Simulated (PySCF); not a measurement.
**CaCl: one state, many levels of theory**

State: ²Σ⁺ (doublet), unpaired electrons σ ↑. Set-up: basis Ca 6-31G(d,p), Cl 6-31G(d,p); no relativity; PySCF 2.14. De refers to Ca + Cl in their high-spin ground configurations, without counterpoise correction. The functionals are run spin-unrestricted. A positive dipole means Ca(−)Cl(+).

| Level | Re (Å) | ωe (cm⁻¹) | De (eV) | μ (D) | CPU s a point (SCF and correlation, without the integrals) |
| --- | --- | --- | --- | --- | --- |
| UHF | 2.525 | 345 | 3.56 | -4.76 | 0.086 |
| UHF-MP2 | 2.505 | 352 | 3.77 | n/a | 0.13 |
| UHF-SCS-MP2 | 2.510 | 350 | 3.62 | n/a | n/a |
| UHF-CCSD | 2.511 | 350 | 3.54 | n/a | n/a |
| UHF-CCSD(T) | 2.510 | 350 | 3.56 | n/a | 2.1 |
| LDA | 2.383 | 385 | 4.90 | -4.08 | 0.17 |
| PBE | 2.428 | 365 | 4.45 | -4.13 | 0.36 |
| BLYP | 2.445 | 359 | 4.22 | -4.32 | 0.39 |
| r²SCAN | 2.436 | 368 | 4.66 | -4.41 | 0.46 |
| M06-L | 2.442 | 371 | 4.39 | -4.28 | 3 |
| PBE0 | 2.437 | 365 | 4.32 | -4.36 | 0.76 |
| CAM-B3LYP | 2.443 | 366 | 4.19 | -4.58 | 0.85 |

**Question.** Which functional lies closest to UHF-CCSD(T) in De, which farthest, and by how much do they differ from it?

**Answer.** Closest is CAM-B3LYP (-6.7 pm in Re, +4.6 % in ωe, +0.63 eV in De against UHF-CCSD(T) in the same basis), farthest LDA (-12.7 pm in Re, +10.0 % in ωe, +1.34 eV in De). CCSD(T) converges more slowly with the basis than the functionals do and binds too weakly in this one, so the order can change at the basis-set limit.

**Question.** What does the step from GGA to meta-GGA do here, going from PBE to r²SCAN?

**Answer.** r²SCAN less PBE: +0.8 pm in Re, +0.8 % in ωe, +0.21 eV in De. 

**Question.** What does second-order correlation do here, going from UHF to UHF-MP2?

**Answer.** UHF-MP2 less UHF: -2.0 pm in Re, +2.0 % in ωe, +0.21 eV in De. Correlation nearly always deepens the well. The bond shortens, as in weak, metallic or heavy-atom bonds, where dispersion and the correlation of outer-core electrons pull the atoms together.

Correlated steps freeze 10 core orbitals. Correlated levels converge slowly with the basis: in double zeta they bind strong bonds too weakly, by up to about 1 eV, and carry superposition errors of some tenths. The state was picked by a PBE0 search and need not be the measured ground state.

The whole job (state search and all levels along the bond) took about 1.9 min on 1 thread of Intel Xeon 6975P-C (shared host), peak memory 0.57 GiB.
